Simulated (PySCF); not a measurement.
Species: C7H13P.
Z-matrix (Å and degrees, PBE0-D3(BJ)/def2-SVP geometry), rows numbered from 1:
```
C 
C   1  1.3389
C   2  1.5008  1  122.74
P   2  1.8450  1  122.91  3  -173.76
C   4  1.8523  2  102.35  1   -46.01
C   5  1.4975  4   66.82  2   -95.12
C   6  1.5093  4  124.01  5  -110.98
C   7  1.5236  6  112.38  4   156.68
H   1  1.0935  2  122.08  3   178.53
H   1  1.0959  2  121.04  3    -1.02
H   3  1.1027  2  110.98  1  -121.47
H   3  1.1003  2  111.68  1    -0.55
H   3  1.1026  2  110.82  1   120.52
H   5  1.0952  4  117.01  6   109.38
H   5  1.0947  4  116.06  6  -112.12
H   6  1.0982  4  110.78  5   108.82
H   7  1.1025  6  109.14  4    34.71
H   7  1.1033  6  109.30  4   -81.33
H   8  1.1016  7  111.37  6    59.75
H   8  1.1013  7  111.09  6   -60.00
H   8  1.1009  7  111.32  6   179.89
```

Computed, not measured: PySCF, TDDFT PBE0/def2-SVPD, vertical, gas phase, core orbitals frozen in the response.

Each state is given a Gaussian of 0.25 eV full width at half maximum, with ε(max) = 2.175×10⁸ f / Δν̃ (Δν̃ the width in cm⁻¹). The width is an assumption, not a result. The curve ends short of the highest state used, and states not computed would add to its high-energy end.

```json
{"E (eV)": "5.16", "ε (L mol⁻¹ cm⁻¹)": "25"}
{"E (eV)": "5.20", "ε (L mol⁻¹ cm⁻¹)": "87"}
{"E (eV)": "5.24", "ε (L mol⁻¹ cm⁻¹)": "265"}
{"E (eV)": "5.28", "ε (L mol⁻¹ cm⁻¹)": "700"}
{"E (eV)": "5.32", "ε (L mol⁻¹ cm⁻¹)": "1601"}
{"E (eV)": "5.36", "ε (L mol⁻¹ cm⁻¹)": "3180"}
{"E (eV)": "5.40", "ε (L mol⁻¹ cm⁻¹)": "5479"}
{"E (eV)": "5.44", "ε (L mol⁻¹ cm⁻¹)": "8191"}
{"E (eV)": "5.48", "ε (L mol⁻¹ cm⁻¹)": "10627"}
{"E (eV)": "5.52", "ε (L mol⁻¹ cm⁻¹)": "11967"}
{"E (eV)": "5.56", "ε (L mol⁻¹ cm⁻¹)": "11708"}
{"E (eV)": "5.60", "ε (L mol⁻¹ cm⁻¹)": "9980"}
{"E (eV)": "5.64", "ε (L mol⁻¹ cm⁻¹)": "7480"}
{"E (eV)": "5.68", "ε (L mol⁻¹ cm⁻¹)": "5065"}
{"E (eV)": "5.72", "ε (L mol⁻¹ cm⁻¹)": "3328"}
{"E (eV)": "5.76", "ε (L mol⁻¹ cm⁻¹)": "2419"}
{"E (eV)": "5.80", "ε (L mol⁻¹ cm⁻¹)": "2134"}
{"E (eV)": "5.84", "ε (L mol⁻¹ cm⁻¹)": "2147"}
{"E (eV)": "5.88", "ε (L mol⁻¹ cm⁻¹)": "2206"}
{"E (eV)": "5.92", "ε (L mol⁻¹ cm⁻¹)": "2209"}
{"E (eV)": "5.96", "ε (L mol⁻¹ cm⁻¹)": "2173"}
{"E (eV)": "6.00", "ε (L mol⁻¹ cm⁻¹)": "2129"}
{"E (eV)": "6.04", "ε (L mol⁻¹ cm⁻¹)": "2060"}
{"E (eV)": "6.09", "ε (L mol⁻¹ cm⁻¹)": "1843"}
{"E (eV)": "6.13", "ε (L mol⁻¹ cm⁻¹)": "1528"}
{"E (eV)": "6.17", "ε (L mol⁻¹ cm⁻¹)": "1132"}
{"E (eV)": "6.21", "ε (L mol⁻¹ cm⁻¹)": "744"}
{"E (eV)": "6.25", "ε (L mol⁻¹ cm⁻¹)": "446"}
{"E (eV)": "6.29", "ε (L mol⁻¹ cm⁻¹)": "281"}
{"E (eV)": "6.33", "ε (L mol⁻¹ cm⁻¹)": "260"}
{"E (eV)": "6.37", "ε (L mol⁻¹ cm⁻¹)": "390"}
{"E (eV)": "6.41", "ε (L mol⁻¹ cm⁻¹)": "686"}
{"E (eV)": "6.45", "ε (L mol⁻¹ cm⁻¹)": "1169"}
{"E (eV)": "6.49", "ε (L mol⁻¹ cm⁻¹)": "1849"}
{"E (eV)": "6.53", "ε (L mol⁻¹ cm⁻¹)": "2709"}
{"E (eV)": "6.57", "ε (L mol⁻¹ cm⁻¹)": "3721"}
```

Q: Locate the maxima and give the states behind the curve.

A: 224 nm (5.53 eV), ε about 12000, made up of S1 (100%); 210 nm (5.90 eV), ε about 2200, made up of S2 (78%) and S3 (21%) (hardly more than a shoulder) (ε in L mol⁻¹ cm⁻¹; maxima over ε = 5, shares over 10%). At its high-energy end, 6.57 eV, the curve is still rising (ε about 3700, from S5 and S6). The states used: S1 5.53 eV (f 0.112); S2 5.86 eV (f 0.017); S3 6.07 eV (f 0.016); S4 6.50 eV (f 0.0035); S5 6.62 eV (f 0.025); S6 6.77 eV (f 0.051); S7 6.87 eV (f 0.046); S8 6.97 eV (f 0.104); S9 7.14 eV (f 0.015); S10 7.17 eV (f 0.070).

Q: Coming from long wavelengths, where does ε first pass 100 L mol⁻¹ cm⁻¹?

A: At about 238 nm (5.21 eV), 0.33 eV below S1.

Q: Does any computed singlet lie in the visible range?

A: No computed singlet lies in the visible range (380 to 750 nm); the lowest, at 224 nm, stands 2.27 eV above its violet end (3.26 eV).

Q: What would ε be at 5.53 eV, the highest of these maxima, with half the width (0.125 eV)?

A: About 24100 L mol⁻¹ cm⁻¹ against 12100, a factor of about 1.99; a lone state at its own centre would give exactly 2.

All these states lie below the vertical ionisation energy of 8.39 eV (ΔSCF).

One conformer stands for the species.
